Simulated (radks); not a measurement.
Valence configurations of C II (all share [He]). All-electron calculation, scalar-relativistic Kohn-Sham, LDA (Slater exchange, Perdew-Wang correlation), spin-unpolarised, spherical densities, point nucleus. Program: a radial shooting solver on a logarithmic mesh with Libxc functionals. Energies are relative to 2s2 2p1; eigenvalues in eV.

valence      E (eV)    e(2p)    e(2s)
2s2 2p1       0.000  -17.120  -25.604
2s1.5 2p1.5   4.244  -17.153  -25.646
2s0.5 2p2.5  12.747  -17.230  -25.743
2s1 2p2       8.493  -17.190  -25.693
2p3          17.006  -17.272        -

NIST lists [He] 2s2 2p1 as the ground configuration; this level of theory agrees among the configurations tried. The energies are those of spherical spin-averaged densities, not of single terms.
